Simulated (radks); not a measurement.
Task: Zr4+, configuration [Ar] 3d10 4s1 4p6 5s1 (not the ground configuration). Calculated with a radial shooting solver on a logarithmic mesh with Libxc functionals: Dirac Kohn-Sham, PBE, spin-unpolarised, spherical densities, finite nucleus; Fermi nuclear charge, rms radius 4.2694 fm.

Spin-orbit splittings of the eigenvalues, e(l+1/2) - e(l-1/2), with zeta = 2 splitting/(2l+1) and mean radii in bohr:

| shell | occ. | splitting (eV) | zeta (eV) | <r> j=l-1/2 | <r> j=l+1/2 |
|---|---|---|---|---|---|
| 2p | 6 | 85.86 | 57.24 | 0.1387 | 0.1430 |
| 3p | 6 | 13.70 | 9.134 | 0.4544 | 0.4648 |
| 3d | 10 | 2.509 | 1.003 | 0.4491 | 0.4526 |
| 4p | 6 | ? | ? | 1.270 | 1.294 |
| 4d | 0 | 0.2516 | 0.1006 | 1.621 | 1.630 |
| 5p | 0 | 0.4441 | 0.2961 | 2.932 | 2.973 |

Estimate the 4p splitting.

Result: 2.039 eV (zeta = 1.359 eV).
